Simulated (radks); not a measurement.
Results of a calculation; reference values are marked as such.
Species: the molybdenum ion Mo3+. Configuration: [Kr] 4d3. Level of theory: Dirac Kohn-Sham, BLYP, spin-unpolarised, spherical densities, point nucleus; open shells are shared between the two j in proportion to 2j + 1 (a radial shooting solver on a logarithmic mesh with Libxc functionals).

Unscreened Slater integrals over Kohn-Sham orbitals (eV). Large and small components are both included.

integral          value
F0(4d5/2,4d5/2)  15.166
F2(4d5/2,4d5/2)  7.6547
F4(4d5/2,4d5/2)  5.0145
F0(4d5/2,4d3/2)  15.224
F2(4d5/2,4d3/2)  7.6827
G2(4d5/2,4d3/2)  7.6803
G4(4d5/2,4d3/2)  5.0314
F0(4d5/2,4p3/2)  17.106
F2(4d5/2,4p3/2)  8.3966
G1(4d5/2,4p3/2)  10.457
G3(4d5/2,4p3/2)  6.3856
F0(4d5/2,4p1/2)  17.243
G3(4d5/2,4p1/2)  6.3125
F0(4d3/2,4d3/2)  15.283
F2(4d3/2,4d3/2)  7.7118
F0(4d3/2,4p3/2)  17.192
F2(4d3/2,4p3/2)  8.4626
G1(4d3/2,4p3/2)  10.565
G3(4d3/2,4p3/2)  6.4530
F0(4d3/2,4p1/2)  17.332
G1(4d3/2,4p1/2)  10.463
F0(4p3/2,4p3/2)  20.066
F2(4p3/2,4p3/2)  10.560
F0(4p3/2,4p1/2)  20.299
G2(4p3/2,4p1/2)  10.662
F0(4p1/2,4p1/2)  20.542
